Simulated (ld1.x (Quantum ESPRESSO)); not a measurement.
# What one change does to a pseudopotential (phosphorus, ultrasoft)

phosphorus (P), ultrasoft, made with ld1.x (Quantum ESPRESSO) 7.5 (PBE, fully relativistic). Core [Ne], reference 3s2 3p2.75 (charge +0.25). Waves: 3s (bound): rcut 1.30, rcutus 1.55 bohr; 3s channel at -0.4 Ry: rcut 1.30, rcutus 1.55 bohr; 3p (bound): rcut 1.65, rcutus 1.95 bohr; 3p channel at 4.75 Ry: rcut 1.65, rcutus 1.95 bohr. Local part: all-electron potential smoothed inside 1.15 bohr (lloc = -1). Core correction: none. Augmentation charge: PSQ, inside the norm-conserving radii.

Open shells are filled in proportion to 2j + 1 (rel_dist='average').

Change: augmentation PSQ, radius 1.15 bohr.

Cutoffs: the cutoffs (Ry, on a coarse ladder) from which the occupation-weighted sum of valence levels, in a spherical-Bessel basis at the reference potential, stays within 10 and 1 mRy of its value at 400 Ry; they do not see the model core or the augmentation charge, which bear on the density cutoff. Errors are all-electron minus pseudo energies relative to the spin-unpolarised reference configuration.

Problem. How do hardness, ghosts and transferability respond?

Solution. The potential gets neither clearly harder nor softer (15 Ry and 21 Ry → 15 Ry and 21 Ry); of the 7 tests that both files solve, the error grows in 2 and shrinks in 2 by more than 15 % and 0.3 meV (median size 0.0 → 0.5 meV); neither file shows a bound ghost.

| quantity | base | changed |
| --- | --- | --- |
| cutoff, loose | 15 Ry | 15 Ry |
| cutoff, tight | 21 Ry | 21 Ry |
| bound ghosts | none | none |
| error for 3s2 3p3, meV [ΔE -1.63 eV] | 0.0 | 0.0 |
| error for 3s2 3p2, meV [ΔE 8.10 eV] | 0.0 | -0.5 |
| error for 3s2 3p1, meV [ΔE 27.25 eV] | +3.4 | -4.1 |
| error for 3s0 3p5, meV [ΔE 15.57 eV] | +114 | +4.4 |
| error for 3s2 3p3.3, meV [ΔE -2.93 eV] | 0.0 | -0.1 |
| error for 3s2 3p2.5, meV [ΔE 2.15 eV] | 0.0 | 0.0 |
| error for 3s1 3p0, meV [ΔE 108.99 eV] | +123 | +66 |
| s: phases at 2.14 bohr within 0.05 rad from the reference energy up to (Ry; the scan ends near 5) | 4.2 | 4.2 |
| p1/2: phases at 2.14 bohr within 0.05 rad from the reference energy up to (Ry; the scan ends near 5) | to the end of the scan | to the end of the scan |
| p3/2: phases at 2.14 bohr within 0.05 rad from the reference energy up to (Ry; the scan ends near 5) | to the end of the scan | to the end of the scan |
| lowest overlap eigenvalue by channel | s 0.42, p1/2 0.55, p3/2 0.56 | s 0.42, p1/2 0.55, p3/2 0.56 |
